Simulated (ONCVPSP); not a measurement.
## P, ONCV: configuration errors across variants

ONCVPSP 4.0.1 input, shortened (lines: element, Z, core and valence counts, functional; n l f; lmax; l rc ep ncon nbas qcut; lloc lpopt rc5 dvloc0; l nproj debl; icmod fcfact rcfact), PBE, scalar-relativistic:

```
  P 15.00    3    2        4      upf
    1    0    2.00
    2    0    2.00
    2    1    6.00
    3    0    2.00
    3    1    3.00
    1
    0    1.55    0.00    4    8    4.50
    1    1.45    0.00    5    9    5.40
    4    5    1.15    0.00
    0    2    3.50
    1    3    3.10
    0    0.00    0.00
```

All-electron excitation energies from the reference (eV): (1) 3s2 3p2 9.730; (2) 3s2 3p1 28.877; (3) 3s2 3p0 58.616; (4) 3s0 3p5 17.200.

A true bound ghost makes a file unfit for plane-wave use even where its test errors are small: the radial tests pick states by their node count and pass the ghost by.

Errors AE − PS in meV (a dash: test not solved or not reliable):

```json
{"change": "base", "(1)": "-0.9", "(2)": "+0.2", "(3)": "+21", "(4)": "+4.2", "bound ghosts": "p", "GHOST(+) flags above zero": "s, p"}
{"change": "s: qcut 2.6", "(1)": "+0.2", "(2)": "+8.0", "(3)": "+47", "(4)": "+19", "bound ghosts": "p", "GHOST(+) flags above zero": "s, p"}
{"change": "s: qcut 3.6", "(1)": "-0.4", "(2)": "+4.1", "(3)": "+34", "(4)": "+0.4", "bound ghosts": "p", "GHOST(+) flags above zero": "s, p"}
{"change": "s: qcut 4.9", "(1)": "-1.0", "(2)": "-0.2", "(3)": "+20", "(4)": "+8.6", "bound ghosts": "p", "GHOST(+) flags above zero": "s, p"}
{"change": "s: qcut 6.8", "(1)": "-1.1", "(2)": "-0.6", "(3)": "+19", "(4)": "+15", "bound ghosts": "p", "GHOST(+) flags above zero": "s, p"}
```

Problem. Give the same row for: s: qcut 6.1.

Solution. -1.1, -0.6, +19, +14; bound ghosts: p; GHOST(+) flags above zero: s, p.
